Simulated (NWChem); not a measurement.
System: BHICl; SMILES ClBI

Excerpt of the output:

```
             Northwest Computational Chemistry Package (NWChem) 7.3.0
             --------------------------------------------------------

 CS  symmetry detected

                             Geometry "geometry" -> ""
                             -------------------------

 Output coordinates in angstroms (scale by  1.889725989 to convert to a.u.)

  No.       Tag          Charge          X              Y              Z
 ---- ---------------- ---------- -------------- -------------- --------------
    1 B                    5.0000    -0.79678010    -1.04036776     0.00000000
    2 Cl                  17.0000     0.19634720    -2.47246534     0.00000000
    3 H                    1.0000    -2.00110987    -1.13942578     0.00000000
    4 I                   53.0000     0.04994543     0.91270142     0.00000000

 Effective nuclear repulsion energy (a.u.)     247.7572711313

      Symmetry information
      --------------------

 Group name             Cs
 Group number              2
 Group order               2
 No. of unique centers     4

 Summary of "ao basis" -> "ao basis" (spherical)
 ------------------------------------------------------------------------------
       Tag                 Description            Shells   Functions and Types
 ---------------- ------------------------------  ------  ---------------------
 B                          def2-svp                 6       14   3s2p1d
 Cl                         def2-svp                 8       18   4s3p1d
 H                          def2-svp                 3        5   2s1p
 I                          def2-svp                10       26   4s4p2d

      Symmetry analysis of basis
      --------------------------

        a'         45
        a"         18

            General Information
            -------------------
          SCF calculation type: DFT
          Wavefunction type:  closed shell.
          No. of atoms     :     4
          No. of electrons :    48
           Alpha electrons :    24
            Beta electrons :    24
          Charge           :     0
          Spin multiplicity:     1
          Use of symmetry is: on ; symmetry adaption is: on
          Maximum number of iterations: 150
          AO basis - number of functions:    63
                     number of shells:    27
          Convergence on energy requested:  1.00D-06
          Convergence on density requested:  1.00D-05
          Convergence on gradient requested:  5.00D-04

              XC Information
              --------------
                        RevPBE Exchange Functional  1.000
            Perdew 1991 LDA Correlation Functional  1.000 local
           PerdewBurkeErnz. Correlation Functional  1.000 non-local

             Grid Information
             ----------------
          Grid used for XC integration:  medium
          Radial quadrature: Mura-Knowles
          Angular quadrature: Lebedev.
          Tag              B.-S. Rad. Rad. Pts. Rad. Cut. Ang. Pts.
          ---              ---------- --------- --------- ---------
          B                   0.85       49           8.0       434
          Cl                  1.00       88          10.0       590
          H                   0.35       45           9.0       434
          I                   1.40      123           9.0       590
          Grid pruning is: on
          Number of quadrature shells:   305
          Spatial weights used:  Erf1

      Superposition of Atomic Density Guess
      -------------------------------------

 Sum of atomic energies:        -831.45391275

      Non-variational initial energy
      ------------------------------

 Total energy =    -781.680528
 1-e energy   =   -1451.393712
 2-e energy   =     536.205333
 HOMO         =      -0.337343
 LUMO         =       0.002794

      Symmetry analysis of molecular orbitals - initial
      -------------------------------------------------

  Numbering of irreducible representations:

     1 a'          2 a"

  Orbital symmetries:

     1 a'          2 a'          3 a'          4 a'          5 a"
     6 a'          7 a'          8 a'          9 a'         10 a"
    11 a'         12 a'         13 a"         14 a'         15 a"
    16 a'         17 a'         18 a'         19 a'         20 a'
    21 a"         22 a'         23 a"         24 a'         25 a"
    26 a'         27 a'         28 a'         29 a'         30 a'
    31 a'         32 a"         33 a'         34 a"

     ---------------------------------------------
      Total Density - Mulliken Population Analysis
     ---------------------------------------------

    Atom       Charge   Shell Charges
 -----------   ------   -------------------------------------------------------
    1 B    5     4.46   1.99  0.87  0.19  0.99  0.35  0.07
    2 Cl  17    17.22   2.00  1.99  1.22  0.70  5.94  2.15  3.20  0.02
    3 H    1     1.04   0.71  0.31  0.01
    4 I   25    25.28   1.83  0.22  1.23  0.67  2.92  3.13  2.66  2.61  9.82  0.20

   convergence    iter        energy       DeltaE   RMS-Dens  Diis-err
 ---------------- ----- ----------------- --------- --------- ---------
 d= 0,ls=0.0,diis     1   -783.1253635336 -9.17D+02  2.45D-02  4.37D-01
 d= 0,ls=0.0,diis     2   -782.8996897827  2.26D-01  1.90D-02  1.78D+00
 d= 0,ls=0.0,diis     3   -783.1858565819 -2.86D-01  4.90D-03  2.65D-02
 d= 0,ls=0.0,diis     4   -783.1896614155 -3.80D-03  2.06D-03  8.68D-03
 d= 0,ls=0.0,diis     5   -783.1912160643 -1.55D-03  4.43D-04  4.57D-04
  Resetting Diis
 d= 0,ls=0.0,diis     6   -783.1912762336 -6.02D-05  1.06D-04  3.48D-05
 d= 0,ls=0.0,diis     7   -783.1912826865 -6.45D-06  2.95D-05  6.61D-07
 d= 0,ls=0.0,diis     8   -783.1912826039  8.26D-08  1.93D-05  1.17D-06
 d= 0,ls=0.0,diis     9   -783.1912827833 -1.79D-07  5.08D-06  1.21D-07

         Total DFT energy =     -783.191282783345
      One electron energy =    -1452.574804394065
           Coulomb energy =      590.714837266132
    Exchange-Corr. energy =      -54.839166579698
 Nuclear repulsion energy =      133.507850924286

 Numeric. integr. density =       48.000004542763

                  Occupations of the irreducible representations
                  ----------------------------------------------

                     irrep           alpha         beta
                     --------     --------     --------
                     a'               18.0         18.0
                     a"                6.0          6.0

                       DFT Final Molecular Orbital Analysis
                       ------------------------------------

 Vector   22  Occ=2.000000D+00  E=-2.737381D-01  Symmetry=a'
              MO Center= -1.7D-01, -1.5D+00, -8.9D-15, r^2= 3.7D+00
   Bfn.  Coefficient  Atom+Function         Bfn.  Coefficient  Atom+Function
  ----- ------------  ---------------      ----- ------------  ---------------
    25      0.430890  2 Cl px                22      0.330435  2 Cl px
    49      0.295709  4 I  py                26      0.293600  2 Cl py
    52      0.229074  4 I  py                23      0.216982  2 Cl py
    33      0.214342  3 H  s                 19      0.189401  2 Cl px
     4      0.183798  1 B  px                34      0.174852  3 H  s

 Vector   23  Occ=2.000000D+00  E=-2.573397D-01  Symmetry=a"
              MO Center=  8.7D-03,  5.0D-01,  1.3D-15, r^2= 2.9D+00
   Bfn.  Coefficient  Atom+Function         Bfn.  Coefficient  Atom+Function
  ----- ------------  ---------------      ----- ------------  ---------------
    50      0.577579  4 I  pz                53      0.492589  4 I  pz
    47     -0.233031  4 I  pz                27     -0.217586  2 Cl pz
    44     -0.189137  4 I  pz                24     -0.154633  2 Cl pz
     6     -0.120447  1 B  pz                21     -0.089033  2 Cl pz
     9      0.056368  1 B  pz

 Vector   24  Occ=2.000000D+00  E=-2.395472D-01  Symmetry=a'
              MO Center= -8.5D-03,  7.5D-01, -1.7D-15, r^2= 2.4D+00
   Bfn.  Coefficient  Atom+Function         Bfn.  Coefficient  Atom+Function
  ----- ------------  ---------------      ----- ------------  ---------------
    48      0.566492  4 I  px                51      0.488458  4 I  px
    45     -0.228032  4 I  px                49     -0.224240  4 I  py
    52     -0.203086  4 I  py                42     -0.184817  4 I  px
    26     -0.122231  2 Cl py                33      0.097172  3 H  s
    23     -0.092667  2 Cl py                46      0.090666  4 I  py

 Vector   25  Occ=0.000000D+00  E=-1.013209D-01  Symmetry=a"
              MO Center= -5.8D-01, -9.3D-01,  5.4D-16, r^2= 2.9D+00
   Bfn.  Coefficient  Atom+Function         Bfn.  Coefficient  Atom+Function
  ----- ------------  ---------------      ----- ------------  ---------------
     6      0.605898  1 B  pz                 9     -0.520123  1 B  pz
    27      0.356584  2 Cl pz                53      0.314446  4 I  pz
    50      0.217767  4 I  pz                24      0.191469  2 Cl pz
    21      0.110014  2 Cl pz                47     -0.088634  4 I  pz
    60      0.083395  4 I  d -1              44     -0.070740  4 I  pz

 Vector   26  Occ=0.000000D+00  E=-1.034565D-02  Symmetry=a'
              MO Center= -1.7D-01,  1.5D-01, -3.1D-15, r^2= 3.9D+00
   Bfn.  Coefficient  Atom+Function         Bfn.  Coefficient  Atom+Function
  ----- ------------  ---------------      ----- ------------  ---------------
     3      1.083566  1 B  s                 52      0.941745  4 I  py
    41     -0.734001  4 I  s                  2      0.584418  1 B  s
     8      0.514928  1 B  py                51      0.365349  4 I  px
     5     -0.320794  1 B  py                26     -0.309081  2 Cl py
    34     -0.307841  3 H  s                  7      0.278281  1 B  px

 Vector   27  Occ=0.000000D+00  E= 7.180810D-02  Symmetry=a'
              MO Center= -5.4D-01, -1.3D+00, -4.0D-15, r^2= 3.9D+00
   Bfn.  Coefficient  Atom+Function         Bfn.  Coefficient  Atom+Function
  ----- ------------  ---------------      ----- ------------  ---------------
     8      1.175228  1 B  py                18      1.040610  2 Cl s
     3     -0.618984  1 B  s                  7     -0.578507  1 B  px
    26      0.578813  2 Cl py                25     -0.485086  2 Cl px
     5     -0.446907  1 B  py                51      0.416881  4 I  px
    41     -0.362917  4 I  s                 17      0.286205  2 Cl s

     ---------------------------------------------
      Total Density - Mulliken Population Analysis
     ---------------------------------------------

    Atom       Charge   Shell Charges
 -----------   ------   -------------------------------------------------------
    1 B    5     5.00   1.99  0.89  0.13  1.48  0.43  0.08
    2 Cl  17    17.00   2.00  1.98  1.28  0.65  5.93  2.17  2.96  0.02
    3 H    1     0.97   0.73  0.22  0.01
    4 I   25    25.03   1.83  0.22  1.36  0.54  2.94  3.11  2.64  2.36  9.79  0.24

     -------------------------------------------
      Total Density - Lowdin Population Analysis
     -------------------------------------------

    Atom       Charge   Shell Charges
 -----------   ------   -------------------------------------------------------
    1 B    5     5.40   1.97  0.63  0.33  1.35  0.93  0.19
    2 Cl  17    16.76   2.00  1.95  1.02  0.73  5.82  2.25  2.96  0.03
    3 H    1     1.03   0.64  0.35  0.04
    4 I   25    24.81   1.25  0.73  1.05  0.75  2.77  3.18  2.51  2.52  9.47  0.57

     Multipole analysis of the density
     ---------------------------------

     L   x y z        total         alpha         beta         nuclear
     -   - - -        -----         -----         ----         -------
     0   0 0 0      0.000000    -24.000000    -24.000000     48.000000

     1   1 0 0     -0.052762      1.294984      1.294984     -2.642729
     1   0 1 0     -0.039422     24.126867     24.126867    -48.293157
     1   0 0 1      0.000000      0.000000      0.000000      0.000000

     2   2 0 0    -33.831998    -31.015427    -31.015427     28.198855
     2   1 1 0      0.482990      1.470617      1.470617     -2.458245
     2   1 0 1     -0.000000     -0.000000     -0.000000      0.000000
     2   0 2 0    -32.700655   -251.073093   -251.073093    469.445532
     2   0 1 1     -0.000000     -0.000000     -0.000000      0.000000
     2   0 0 2    -33.372842    -16.686421    -16.686421      0.000000
```

Level: revPBE/def2-SVP with def2 effective core potentials on I. The geometry was optimised at PBE-D3(BJ)/def2-SVP. def2 effective core potentials on I; no spin-orbit coupling.

Question: Which NWChem input produces such a log?

Answer: This is not unique; one that fits is the input that was run:
```
start job
memory heap 200 mb stack 900 mb global 1100 mb
geometry units angstroms noautoz
  B     -0.778725    -1.033851     0.000000
  Cl     0.224520    -2.458879     0.000000
  H     -1.982323    -1.141436     0.000000
  I      0.054147     0.925166     0.000000
end
basis spherical
  B library def2-svp
  Cl library def2-svp
  H library def2-svp
  I library def2-svp
end
ecp
  I library def2-ecp
end
dft
  xc revpbe cpbe96
  iterations 150
  mulliken
end
task dft energy
```
